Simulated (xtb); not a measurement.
dimethyl selenide (C2H6Se), singlet, geometry from GFN2-xTB; GFN0-xTB with ALPB(hexane) in xtb.

Here is a job for xtb.
```
$ xtb mol.xyz --gfn 0 --alpb hexane --json

# file mol.xyz
9

C      1.42745564    -0.35252996     0.80410118
Se     0.01857231     0.17766848    -0.43947715
C     -1.49174355    -0.26246801     0.71714532
H      1.32047632    -1.40944573     1.03668694
H      2.38153568    -0.17314924     0.31701118
H      1.35160354     0.24752203     1.70786870
H     -1.46408325    -1.32353763     0.95374167
H     -2.40230747    -0.02556005     0.17451211
H     -1.43295603     0.33343014     1.62492343
```

What the program printed (banner, timings and long lists left out):

```
   ID    Z sym.   atoms
    1    6 C      1, 3
    2   34 Se     2
    3    1 H      4-9

           -------------------------------------------------
          |                Calculation Setup                |
           -------------------------------------------------

           -------------------------------------------------
          |                 G F N 0 - x T B                 |
           -------------------------------------------------

      * Solvation model:               ALPB
        Solvent                        hexane
        Parameter file                 internal GFN-FF/ALPB
        Dielectric constant                1.8800E+00
        Reference state                gsolv [1 M gas/solution]
        Free energy shift                  4.1595E-03 Eh       2.6101E+00 kcal/mol
        Temperature                        2.9815E+02 K
        Density                            6.6000E-01 kg/L
        Solvent mass                       8.6180E+01 g/mol
        Interaction kernel             P16
        Born radius scaling (c1)           1.4775E+00
        Born radii integrator          GBOBC
        Born offset                        0.0000E+00 a0       0.0000E+00 AA
        H-bond correction              false
        Ion screening                  false
        Surface tension                    1.0000E-05 Eh       1.5569E+01 dyn/cm
        Grid points                               230 per atom

          ...................................................
          :                      SETUP                      :
          :.................................................:
          :  # basis functions                  30          :
          :  # atomic orbitals                  29          :
          :  # shells                           19          :
          :  # electrons                        20          :
          :  electronic temp.          300.0000000     K    :
          :  accuracy                    1.0000000          :
          :  -> integral cutoff          0.2500000E+02      :
          :  -> integral neglect         0.1000000E-07      :
          ...................................................

         :::::::::::::::::::::::::::::::::::::::::::::::::::::
         ::                     SUMMARY                     ::
         :::::::::::::::::::::::::::::::::::::::::::::::::::::
         :: total energy             -10.826521422325 Eh    ::
         :: total w/o Gsasa/hb       -10.823134927459 Eh    ::
         :: gradient norm              0.007638714069 Eh/a0 ::
         :: HOMO-LUMO gap              4.019062699149 eV    ::
         ::.................................................::
         :: H0 energy                -10.932349230564 Eh    ::
         :: repulsion energy           0.128069921313 Eh    ::
         :: electrostat energy        -0.020543254500 Eh    ::
         :: -> Gsolv                   0.000000000000 Eh    ::
         ::    -> Gsasa               -0.007545983570 Eh    ::
         ::    -> Gshift               0.004159488704 Eh    ::
         :: dispersion energy         -0.001698858574 Eh    ::
         :: short-range corr.          0.000000000000 Eh    ::
         :: add. restraining           0.000000000000 Eh    ::
         :: total charge               0.000000000000 e     ::
         :::::::::::::::::::::::::::::::::::::::::::::::::::::

           -------------------------------------------------
          |                Property Printout                |
           -------------------------------------------------

    * Orbital Energies and Occupations

         #    Occupation            Energy/Eh            Energy/eV
      -------------------------------------------------------------
         1        2.0000           -0.7652707             -20.8241
         2        2.0000           -0.6186853             -16.8353
         3        2.0000           -0.6158041             -16.7569
         4        2.0000           -0.5371911             -14.6177
         5        2.0000           -0.5358554             -14.5814
         6        2.0000           -0.5285618             -14.3829
         7        2.0000           -0.5266314             -14.3304
         8        2.0000           -0.4806753             -13.0798
         9        2.0000           -0.4594996             -12.5036
        10        2.0000           -0.3980001             -10.8301 (HOMO)
        11                         -0.2503022              -6.8111 (LUMO)
        12                         -0.1961278              -5.3369
        13                         -0.1397079              -3.8016
        14                         -0.1139037              -3.0995
        15                         -0.1057593              -2.8779
        16                         -0.0978539              -2.6627
        17                         -0.0856623              -2.3310
        18                         -0.0804198              -2.1883
        19                          0.0020159               0.0549
        20                          0.0199608               0.5432
        21                          0.0201624               0.5486
       ...                                ...                  ...
        29                          0.4961549              13.5011
      -------------------------------------------------------------
                  HL-Gap            0.1476978 Eh            4.0191 eV
             Fermi-level            0.0000000 Eh            0.0000 eV

     #   Z          covCN         q      C6AA      α(0)
     1   6 C        3.742    -0.252    28.704     7.735
     2  34 Se       1.936    -0.204   234.446    26.752
     3   6 C        3.742    -0.252    28.704     7.735
     4   1 H        0.925     0.116     1.644     2.005
     5   1 H        0.925     0.122     1.599     1.977
     6   1 H        0.925     0.116     1.644     2.005
     7   1 H        0.925     0.116     1.644     2.005
     8   1 H        0.925     0.122     1.599     1.977
     9   1 H        0.925     0.116     1.644     2.005

 Mol. C6AA /au·bohr⁶  :       1127.606033
 Mol. C8AA /au·bohr⁸  :      45260.670727
 Mol. α(0) /au        :         54.195340

Wiberg/Mayer (AO) data.
largest (>0.10) Wiberg bond orders for each atom

 ---------------------------------------------------------------------------
     #   Z sym  total        # sym  WBO       # sym  WBO       # sym  WBO
 ---------------------------------------------------------------------------
     1   6 C    3.972 --     2 Se   1.019     4 H    0.978     6 H    0.978
                             5 H    0.976
     2  34 Se   2.087 --     3 C    1.019     1 C    1.019
     3   6 C    3.972 --     2 Se   1.019     7 H    0.978     9 H    0.978
                             8 H    0.976
     4   1 H    0.983 --     1 C    0.978
     5   1 H    0.981 --     1 C    0.976
     6   1 H    0.983 --     1 C    0.978
     7   1 H    0.983 --     3 C    0.978
     8   1 H    0.981 --     3 C    0.976
     9   1 H    0.983 --     3 C    0.978
 ---------------------------------------------------------------------------

Topologies differ in total number of bonds
Writing topology from bond orders to xtbtopo.mol

 dipole moment from electron density (au)
     X       Y       Z
  -0.0340  -0.3256   0.8054  total (Debye):    2.210

           -------------------------------------------------
          | TOTAL ENERGY              -10.826521422325 Eh   |
          | GRADIENT NORM               0.007638714069 Eh/α |
          | HOMO-LUMO GAP               4.019062699149 eV   |
           -------------------------------------------------

normal termination of xtb
```
